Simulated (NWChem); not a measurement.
**Atomisation of AlClI2**

```
Al
Cl 1 2.1055
I 1 2.4674 2 119.56
I 1 2.4674 2 119.56 3 180.00
```
Charge 0, spin multiplicity 1.

All runs are NWChem calculations. The geometry was optimised at PBE/def2-SVP with def2 effective core potentials on I, a minimum by its harmonic frequencies.

Basis set: def2-TZVP. The atomisation energy is electronic alone: no zero-point, thermal, spin-orbit or counterpoise terms. No value is extrapolated to the basis-set limit. Free atoms are single determinants with multiplicities Al 2, Cl 2, I 2. Correlated methods freeze the same cores in atoms and molecule, 18 orbitals in all.

```
method  atomisation energy (kcal/mol)  relative cost
------  -----------------------------  -------------
HF                              188.9              1
PBE0                            248.0        under 3
B3LYP                           235.3        under 3
BP86                            245.3        under 3
TPSS                            247.9        under 3
PBE                             249.4        under 3
MP2                             259.7              5
```

The values span 70.8 kcal/mol, from HF (lowest) to MP2 (highest). Relative cost: rough, from shared machines, SCF included, HF = 1. Costs are the molecule's.

Effective core potentials replace the inner electrons of I; spin-orbit coupling is left out. B3LYP has NWChem's definition, with VWN1-RPA local correlation. The structure started from a generated list of species. The stability of the SCF solutions was not checked. Open-shell Hartree-Fock references start from PBE0 orbitals; any time given for them includes that run.
